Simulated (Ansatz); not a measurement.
`Oc1ccc(Oc2ccccc2)cc1` was relaxed with PBE-D4 (def2-SVP) in Ansatz in these states: charge -1 doublet, neutral singlet. The geometries follow in no particular order.

A:

```xyz
24

O    -2.022    4.405    0.373
C    -1.669    3.090    0.436
C    -2.627    2.131    0.049
C    -2.313    0.768    0.088
C    -1.046    0.346    0.523
O    -0.810   -1.013    0.623
C     0.316   -1.562    0.055
C     0.761   -2.781    0.599
C     1.871   -3.426    0.039
C     2.547   -2.863   -1.057
C     2.092   -1.648   -1.595
C     0.979   -0.992   -1.048
C    -0.087    1.295    0.918
C    -0.398    2.660    0.869
H    -1.266    4.941    0.677
H    -3.616    2.477   -0.285
H    -3.049    0.008   -0.213
H     0.220   -3.202    1.459
H     2.217   -4.379    0.470
H     3.422   -3.369   -1.491
H     2.606   -1.202   -2.461
H     0.618   -0.046   -1.477
H     0.901    0.961    1.267
H     0.355    3.403    1.181
```

B:

Cartesian coordinates in Å:
```
O 0.732 -0.547 4.731
C 0.274 -0.596 3.424
C -1.076 -0.280 3.188
C -1.562 -0.301 1.840
C -0.707 -0.672 0.798
O -1.235 -0.739 -0.490
C -0.597 -0.037 -1.490
C -0.788 -0.498 -2.804
C -0.192 0.212 -3.889
C 0.592 1.349 -3.630
C 0.779 1.801 -2.311
C 0.177 1.111 -1.217
C 0.642 -1.006 1.027
C 1.135 -0.955 2.371
H 1.674 -0.794 4.686
H -1.722 -0.004 4.033
H -2.600 -0.028 1.600
H -1.385 -1.408 -2.958
H -0.342 -0.140 -4.923
H 1.064 1.892 -4.467
H 1.392 2.696 -2.116
H 0.275 1.466 -0.183
H 1.279 -1.324 0.191
H 2.191 -1.197 2.589
```

Task: Judge from the bond lengths which geometry belongs to which state (an estimate).

Result: A is the neutral singlet (C3–C4 1.399 Å, C13–C14 1.401 Å, C8–C9 1.401 Å); B is the charge -1 doublet (C3–C4 1.433 Å, C13–C14 1.433 Å, C8–C9 1.427 Å).

At PBE-D4/def2-SVP the highest occupied level of the relaxed charge -1 doublet lies above zero (up to 2.65 eV). By energy differences it is unbound by 0.61 eV (each at its own geometry, against the charge 0 singlet, at PBE-D4/def2-SVP) and held by the finite basis.
